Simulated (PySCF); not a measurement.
## Functional dependence of a UV spectrum

Compound: C5H12Se.
InChI=1S/C5H12Se/c1-5(2)4-6-3/h5H,4H2,1-3H3

Linear-response calculations in the def2-SVPD basis (PySCF; singlets by full response, triplets Tamm–Dancoff, core orbitals frozen in the response; HF means time-dependent Hartree–Fock). 'Strongest' is the level of largest summed f among the singlets computed (10 roots, of which the last may lack a degenerate partner); it can jump between rows when another state enters that window. S1 is the lowest singlet of each run and needn't be the same state throughout; f(S1) is that of one state. Isolated species at its PBE0-D3(BJ)/def2-SVP geometry (one conformer only). The LDA/def2-SVPD calculation is non-relativistic and has no spin–orbit coupling, an omission that weighs most on selenium.

```json
{"functional": "LDA", "kind": "LDA", "S1 (eV)": "4.27", "f(S1)": "0.000", "strongest (eV)": "6.39", "T1 (eV)": "3.95", "HOMO (eV)": "-4.91", "gap (eV)": "4.11", "ionisation energy, ΔSCF (eV)": "8.13"}
{"functional": "PBE", "kind": "GGA", "S1 (eV)": "4.30", "f(S1)": "0.000", "strongest (eV)": "6.35", "T1 (eV)": "3.93", "HOMO (eV)": "-4.80", "gap (eV)": "4.17", "ionisation energy, ΔSCF (eV)": "7.94"}
{"functional": "B3LYP", "kind": "global hybrid, 20% exact exchange", "S1 (eV)": "4.53", "f(S1)": "0.000", "strongest (eV)": "6.88", "T1 (eV)": "4.14", "HOMO (eV)": "-5.73", "gap (eV)": "5.65", "ionisation energy, ΔSCF (eV)": "8.09"}
{"functional": "PBE0", "kind": "global hybrid, 25% exact exchange", "S1 (eV)": "4.65", "f(S1)": "0.000", "strongest (eV)": "7.46", "T1 (eV)": "4.19", "HOMO (eV)": "-5.94", "gap (eV)": "6.11", "ionisation energy, ΔSCF (eV)": "8.02"}
{"functional": "CAM-B3LYP", "kind": "range-separated hybrid", "S1 (eV)": "4.69", "f(S1)": "0.001", "strongest (eV)": "7.64", "T1 (eV)": "4.25", "HOMO (eV)": "-7.25", "gap (eV)": "8.19", "ionisation energy, ΔSCF (eV)": "8.13"}
{"functional": "wB97X-D", "kind": "range-separated hybrid", "S1 (eV)": "4.76", "f(S1)": "0.001", "strongest (eV)": "7.78", "T1 (eV)": "4.35", "HOMO (eV)": "-7.78", "gap (eV)": "9.54", "ionisation energy, ΔSCF (eV)": "8.08"}
{"functional": "LC-wPBE", "kind": "range-separated hybrid", "S1 (eV)": "4.90", "f(S1)": "0.000", "strongest (eV)": "8.68", "T1 (eV)": "4.36", "HOMO (eV)": "-8.59", "gap (eV)": "10.50", "ionisation energy, ΔSCF (eV)": "8.14"}
{"functional": "HF", "kind": "Hartree–Fock", "S1 (eV)": "5.23", "f(S1)": "0.001", "strongest (eV)": "8.36", "T1 (eV)": "4.61", "HOMO (eV)": "-8.52", "gap (eV)": "10.67", "ionisation energy, ΔSCF (eV)": "not settled"}
```

What does BHandHLYP (global hybrid, 50% exact exchange) give?

S1 (eV) 4.84, f(S1) 0.001, strongest (eV) 7.80, T1 (eV) 4.37, HOMO (eV) -6.95, gap (eV) 7.77, ionisation energy, ΔSCF (eV) 7.99. S1 runs from 4.27 eV (LDA) to 5.23 eV (HF), a spread of 0.95 eV, while the orbital gap spreads over 6.6 eV. Along PBE (0%), B3LYP (20%), PBE0 (25%), BHandHLYP (50%), HF (100%) S1 rises with the share of exact exchange. −ε(HOMO) comes closest to its own ΔSCF ionisation energy with wB97X-D (-0.30 eV) and misses most with LDA (-3.22 eV). 'Not settled' means that the ion's SCF failed to converge or may have ended in another state than the lowest.
